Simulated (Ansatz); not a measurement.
Species: C₃H₄Si, SMILES `C=C=C=[SiH2]` (charge 0, multiplicity 1).

### Question
Give a relaxed geometry from B3LYP-D3(BJ)/def2-TZVP (Ansatz, a first-principles code).

### Answer
the end point of this relaxation (outside a Z-matrix the atoms follow the SMILES, hydrogens last).
Cartesian coordinates (Å) in one orientation:
```xyz
8

C      2.139    -0.074     0.052
C      0.824    -0.028     0.020
C     -0.439     0.015    -0.011
Si    -2.124     0.073    -0.052
H      2.692     0.332     0.891
H      2.703    -0.518    -0.758
H     -2.890    -0.474    -1.180
H     -2.904     0.674     1.038
```
